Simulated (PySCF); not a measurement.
# Broadened absorption spectrum of C9H11ClSi

Species: C9H11ClSi.
SMILES: `[C@@]12([C@H](C(=C1)Cl)C(=C2)C[SiH3])C=C`

Method used: TDDFT CAM-B3LYP/def2-SVPD, vertical, gas phase, core orbitals frozen in the response (PySCF). One conformer (not necessarily the lowest) at the PBE0-D3(BJ)/def2-SVP geometry, without solvent, vibrations or thermal averaging. Torsions of this conformer, `[CH2:1]=[CH:2][C@@:3]12[CH:4]=[C:5]([Cl:6])[C@@H:7]1[C:8]([CH2:9][SiH3:10])=[CH:11]2`: C1–C2–C3–C4 9°, C7–C8–C9–Si10 -64°.

Computed states:

```csv
state,E (eV),f
S1,5.26,0.016
S2,5.61,0.021
S3,6.40,0.049
S4,6.56,0.065
S5,6.59,0.165
S6,6.62,0.031
S7,6.83,0.038
S8,6.98,0.0064
S9,7.05,0.218
S10,7.08,0.215
```

Each state is given a Gaussian of 0.5 eV full width at half maximum, with ε(max) = 2.175×10⁸ f / Δν̃ (Δν̃ the width in cm⁻¹). The width is an assumption, not a result. The curve ends short of the highest state used, and states not computed would add to its high-energy end.

Q: Give the broadened spectrum and its maxima.

A: 
λ (nm), ε (L mol⁻¹ cm⁻¹) and a bar:
```
    191.4      15823 ##############################
    195.0      10742 ####################
    198.6       5903 ###########
    202.2       2709 #####
    205.9       1152 ##
    209.5        726 #
    213.1        832 ##
    216.7       1109 ##
    220.3       1344 ###
    224.0       1455 ###
    227.6       1445 ###
    231.2       1355 ###
    234.8       1208 ##
    238.4       1010 ##
    242.0        782 #
    245.7        549 #
    249.3        354 #
    252.9        209 
    256.5        113 
    260.1         56 
    263.8         26 
    267.4         11 
    271.0          4 
    274.6          2
```

Maxima: 225 nm (5.50 eV), ε about 1500, made up of S1 (32%) and S2 (68%) (ε in L mol⁻¹ cm⁻¹; maxima over ε = 5, shares over 10%). At its high-energy end, 6.48 eV, the curve is still rising (ε about 16000, from S3, S4 and S5).

Q: What would ε be at 5.50 eV, the highest of these maxima, with half the width (0.25 eV)?

A: About 1430 L mol⁻¹ cm⁻¹ against 1460, a factor of about 1.0; a lone state at its own centre would give exactly 2.

Q: On this curve, what absorbance would a 10⁻⁵ mol/L sample give at 222 nm over a 1 cm path?

A: 222 nm is 5.585 eV, where ε is about 1400 L mol⁻¹ cm⁻¹, so A = ε c l ≈ 0.014 (Beer–Lambert, with the gas-phase spectrum and the assumed width).

Q: Coming from long wavelengths, where does ε first pass 100 L mol⁻¹ cm⁻¹?

A: At about 257 nm (4.82 eV), 0.44 eV below S1.

Time: 1.7 min wall, 3.8 min CPU (grids of density and orbitals included); peak memory 2.1 GiB. Hardware: 2 threads of an Intel Xeon Platinum 8559C, no GPU, on a shared host.
